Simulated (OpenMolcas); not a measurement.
Lines of S I: computed and rescaled rates

```yaml
Program: OpenMolcas
Method: "MS-RASPT2, IPEA 0.25 Eh, imaginary shift 0.1 Eh (closed shells correlated: 2s 2p 3s)"
Basis: ANO-RCC [8s7p5d4f2g]
Scalar_Hamiltonian: DKH2, point nucleus
Active_space: 4 electrons in 9 orbitals (RAS2 3p; RAS3 3d 4s, at most 1 electron)
State_averaging: 2S+1 = 3 even, 3 roots; 2S+1 = 1 even, 6 roots; 2S+1 = 5 odd, 6 roots; 2S+1 = 3 odd, 21 roots; 2S+1 = 1 odd, 8 roots
Spin-orbit_coupling: state interaction with AMFI integrals over the reference wave functions, term energies averaged over their components
```

Rates come from the transition moments of the reference wave functions (E1 and E2 in the length form). At fixed line strength A goes as λ^-3 for E1 and M1 and as λ^-5 for E2, so a rate at the computed wavelength can be rescaled to the measured one. Measured vacuum wavelengths follow from level energies in NIST Handbook of Basic Atomic Spectroscopic Data. Branching counts decays inside the model space alone, at computed energies, and the table is only a selection of the E1 lines, drawn from those between levels with measured partners whose computed energy lies within a factor of 1.5 of the measured one.

```csv
Upper,Lower,Type,λ computed (nm),λ measured (nm),A computed (s-1),A rescaled (s-1),Branching %
3s² 3p³ 4s ⁵S°₂,3s² 3p⁴ ³P₁,E1,215.5,191.5,9.38e+03,,23.2
3s² 3p³ 4s ⁵S°₂,3s² 3p⁴ ³P₂,E1,213.8,190,3.11e+04,,76.8
3s² 3p³ 4s ³S°₁,3s² 3p⁴ ³P₀,E1,203.2,182.6,4.11e+07,5.66e+07,10.6
3s² 3p³ 4s ³S°₁,3s² 3p⁴ ³P₁,E1,202.5,182,1.26e+08,1.74e+08,32.5
3s² 3p³ 4s ³S°₁,3s² 3p⁴ ³P₂,E1,201,180.7,2.20e+08,3.03e+08,56.9
3s² 3p³ 4s ¹D°₂,3s² 3p⁴ ¹D₂,E1,184.1,166.7,3.72e+08,5.01e+08,99.6
3s² 3p³ 3d ⁵D°₂,3s² 3p⁴ ¹D₂,E1,183.4,170.5,5.16e+03,,3.3
3s² 3p³ 4s ³D°₁,3s² 3p⁴ ³P₀,E1,161.7,148.7,9.79e+07,1.26e+08,51.9
3s² 3p³ 4s ³D°₁,3s² 3p⁴ ³P₁,E1,161.2,148.3,8.34e+07,1.07e+08,44.2
3s² 3p³ 4s ³D°₂,3s² 3p⁴ ³P₁,E1,161.2,148.3,1.34e+08,1.72e+08,70.3
3s² 3p³ 4s ³D°₁,3s² 3p⁴ ³P₂,E1,160.3,147.5,6.91e+06,8.87e+06,3.7
3s² 3p³ 4s ³D°₂,3s² 3p⁴ ³P₂,E1,160.3,147.4,5.65e+07,7.27e+07,29.7
3s² 3p³ 4s ³D°₃,3s² 3p⁴ ³P₂,E1,160.2,147.4,1.92e+08,2.46e+08,100.0
3s² 3p³ 3d ⁵D°₁,3s² 3p⁴ ³P₀,E1,158.4,148.6,3.08e+04,,48.6
3s² 3p³ 3d ⁵D°₀,3s² 3p⁴ ³P₁,E1,157.9,148.2,1.63e+02,,93.5
3s² 3p³ 3d ⁵D°₁,3s² 3p⁴ ³P₁,E1,157.9,148.2,2.95e+04,,46.6
3s² 3p³ 3d ⁵D°₂,3s² 3p⁴ ³P₁,E1,157.9,148.2,1.05e+05,,67.9
3s² 3p³ 3d ⁵D°₁,3s² 3p⁴ ³P₂,E1,157,147.3,2.93e+03,,4.6
3s² 3p³ 3d ⁵D°₂,3s² 3p⁴ ³P₂,E1,157,147.3,4.45e+04,,28.7
3s² 3p³ 3d ⁵D°₃,3s² 3p⁴ ³P₂,E1,157,147.3,1.79e+05,,99.9
```

Spin-changing lines and M1 lines between different terms are not rescaled, since their strength hangs on the term gaps too.

The largest correction is for 3s² 3p³ 4s ³S°₁ → 3s² 3p⁴ ³P₀ (E1): 4.11e+07 × (203.2 / 182.6)^3 = 5.66e+07 s-1, a factor of 1.38.

The computed rate and branching of 3s² 3p³ 4s ³D°₃ → 3s² 3p⁴ ³P₂ give the upper level a radiative lifetime of 1.000 / 1.92e+08 s-1 = 5.21e-09 s, counting decays inside the model space alone. The rescaled rate gives about 4.1e-09 s.

The computed order of these levels differs from the measured one in 1 place, and where term gaps are wrong the rates of spin-changing lines can be off by large factors.

No measured rate stands beside these. Rescaling mends the energy factor alone: line strengths can still be far off where a level mixes with configurations outside the active space, and weak or spin-changing lines hang on small mixing coefficients that depend on the term gaps too, so rescaling need not improve them.

Term energies are means over components that CASPT2 splits; among the terms shown or strongly mixed into the levels shown the widest spread is 870 cm-1 (3s² 3p³ 4s ³D°). ANO sets are built for valence states and can reach diffuse excited orbitals poorly, and with the s shell closed the s pⁿ⁺¹ terms that mix with these levels are absent. With the s shell closed, the reference lacks s² → p² mixing. The CASPT2 spread within a term exceeds the gap to the next term for 3s² 3p³ 4s ¹D° and 3s² 3p³ 3d ⁵D°, so the order of their levels is uncertain, and so are names and mixing where such terms share a J. Computed and measured levels are paired by configuration, term and J; levels that our copy of the source lacks, or whose pairing is in doubt (as where it misses far off the trend of its configuration), stay unpaired. Only configurations of the active space appear.

° marks odd parity.
